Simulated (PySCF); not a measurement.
H9Si4, SMILES [SiH2][SiH]([SiH3])[SiH3] (connectivity only; charge and spin as stated), charge +1, multiplicity 1. Atoms are numbered in the order given.

```xyz
13

Si    -0.1350     2.1137     0.2866
Si    -0.0189     0.0543    -0.7149
Si    -1.8636    -1.1317     0.2666
Si     2.0136    -0.9339     0.0770
H     -0.3429     3.4257    -0.3803
H     -0.0392     2.2498     1.7634
H     -0.1246     0.3090    -2.1764
H     -1.7213    -2.5013    -0.2911
H     -3.1325    -0.4726    -0.1289
H     -1.6358    -1.0858     1.7337
H      1.9508    -2.3308    -0.4232
H      3.1612    -0.1707    -0.4722
H      1.9394    -0.8567     1.5588
```
Charge +1, spin multiplicity 1.

The structure is a stationary point at B3LYP-D3(BJ)/def2-SVP. The spin state was assumed, not searched. The isomer is the one that the SMILES or the coordinates give; other isomers of the formula were not compared.

Computed with SMD-ωB97X/6-31G* in PySCF.

Solvation free energies are E(SMD) − E(gas) at the gas-phase geometry, for 1 M in both phases.

Question: Estimate the solvation free energies in water, ethylethanoate, dichloromethane. (Estimate from the structure and the level; the computed values follow.)

Answer: 
```
solvent          ΔG(solv) (kcal/mol)  its non-electrostatic (CDS) part
---------------  -------------------  --------------------------------
water                          -47.8                               4.8
ethylethanoate                 -44.4                              -0.3
dichloromethane                -47.8                              -0.6
```
